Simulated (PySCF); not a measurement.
CCl3, SMILES Cl[C](Cl)Cl, multiplicity 2. Atoms are numbered in the order given.

```xyz
4

Cl    -1.4602    -0.8430    -0.0313
C      0.0000     0.0000     0.2657
Cl     1.4602    -0.8430    -0.0313
Cl     0.0000     1.6860    -0.0313
```
Charge 0, spin multiplicity 2.

The structure is a stationary point at PBE0-D3(BJ)/def2-SVP. The isomer is the one that the SMILES or the coordinates give; other isomers of the formula were not compared.

All values below come from B3LYP/pcH-1 in PySCF.

Unrestricted Kohn–Sham, ⟨S²⟩ = 0.754. Hyperfine tensors hold the contact and dipolar terms, without spin-orbit corrections.

Task: Estimate the hyperfine couplings. (An estimate is asked for; the answer gives what the named calculation found.)

Result: 
| nucleus | A(iso) (MHz) | A(iso) (G) | dipolar principal values (MHz) |
|---|---|---|---|
| 35Cl no. 1 | 16.1 | 5.7 | -27.9, -18.5, 46.3 |
| 13C no. 2 | 355.6 | 126.9 | -73.8, -73.8, 147.5 |
| 35Cl no. 3 | 16.1 | 5.7 | -27.9, -18.5, 46.3 |
| 35Cl no. 4 | 16.1 | 5.7 | -27.9, -18.5, 46.3 |

Task: And the g tensor (effective nuclear charges for spin-orbit coupling, GIAO)? (An estimate is asked for; the answer gives what the named calculation found.)

Result: principal values 2.0001, 2.0156, 2.0156; isotropic 2.0104.
